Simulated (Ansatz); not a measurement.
ClGaGeH4 (`[Cl][GaH][GeH3]`). The species carries charge 0 and has multiplicity 1. Geometry: relaxed with PBE0-D4/def2-TZVP.

```xyz
7

Cl   -1.448   -2.192    1.220
Ga   -0.603   -1.121   -0.453
Ge    0.539    0.943    0.155
H    -0.844   -1.817   -1.833
H    -0.460    1.912    0.807
H     1.652    0.640    1.171
H     1.165    1.635   -1.067
```

What is the dipole moment at ωB97M-V/def2-TZVPP? (Best estimate.)

Computed: 2.03 D, with components (0.87, 1.15, -1.43) D in this frame, pointing from negative to positive charge.

And with PBE, r2SCAN, B3LYP? (An estimate is asked.)

Computed: PBE 1.87 D, r2SCAN 1.97 D, B3LYP 1.99 D.

Give the Mulliken charges with ωB97M-V, PBE, r2SCAN in def2-TZVPP. (An estimate is asked.)

Computed: 
| atom | ωB97M-V | PBE | r2SCAN |
| --- | --- | --- | --- |
| Cl1 | -0.28 | -0.26 | -0.30 |
| Ga2 | 0.41 | 0.38 | 0.47 |
| Ge3 | -0.21 | -0.11 | -0.12 |
| H4 | -0.02 | -0.03 | -0.06 |
| H5 | 0.03 | 0.01 | 0.00 |
| H6 | 0.03 | 0.01 | 0.01 |
| H7 | 0.03 | 0.00 | 0.00 |

B3LYP here is the variant with VWN-RPA as its local correlation; programs differ in this.
